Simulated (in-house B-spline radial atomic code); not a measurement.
A fraction x of an electron is removed from 4s in Fe, starting from [Ar] 3d6 4s2 and keeping the highest spin. Computed with an all-electron radial atomic-structure program (B-spline basis): scalar-relativistic (X2C) LDA VWN5, spin-polarised, spherical fractional occupations, Fermi nucleus of rms radius 3.7377 fm.

```json
{"x": "0", "E(x) - E(0) (eV)": "0.0000", "4s down level (eV)": "-5.043"}
{"x": "0.11", "E(x) - E(0) (eV)": "0.5914", "4s down level (eV)": "-5.711"}
{"x": "0.13", "E(x) - E(0) (eV)": "0.7068", "4s down level (eV)": "-5.834"}
{"x": "0.35", "E(x) - E(0) (eV)": "2.1398", "4s down level (eV)": "-7.198"}
{"x": "0.38", "E(x) - E(0) (eV)": "2.3586", "4s down level (eV)": "-7.387"}
{"x": "0.5", "E(x) - E(0) (eV)": "3.2903", "4s down level (eV)": "-8.142"}
{"x": "0.56", "E(x) - E(0) (eV)": "3.7901", "4s down level (eV)": "-8.520"}
{"x": "0.69", "E(x) - E(0) (eV)": "4.9511", "4s down level (eV)": "-9.342"}
{"x": "0.78", "E(x) - E(0) (eV)": "5.8174", "4s down level (eV)": "-9.910"}
{"x": "0.96", "E(x) - E(0) (eV)": "7.7035", "4s down level (eV)": "-11.047"}
{"x": "1", "E(x) - E(0) (eV)": "8.1505", "4s down level (eV)": "-"}
```

The exact functional would give a straight line between the two integer points. Deviations E(x) - E(0) - x[E(1) - E(0)], in eV: -0.305 at x = 0.11, -0.353 at x = 0.13, -0.713 at x = 0.35, -0.739 at x = 0.38, -0.785 at x = 0.5, -0.774 at x = 0.56, -0.673 at x = 0.69, -0.54 at x = 0.78, -0.121 at x = 0.96.

The curve lies below the straight line by up to 0.785 eV (at x = 0.5): convex, the delocalisation error that favours fractional charges.

(1) How well does Slater's transition state (minus the level at half occupation) give the ionisation energy?

Answers

(1) It gives 8.142 eV against 8.150 eV from the two total energies; NIST lists 7.90 eV, ground level to ground level.
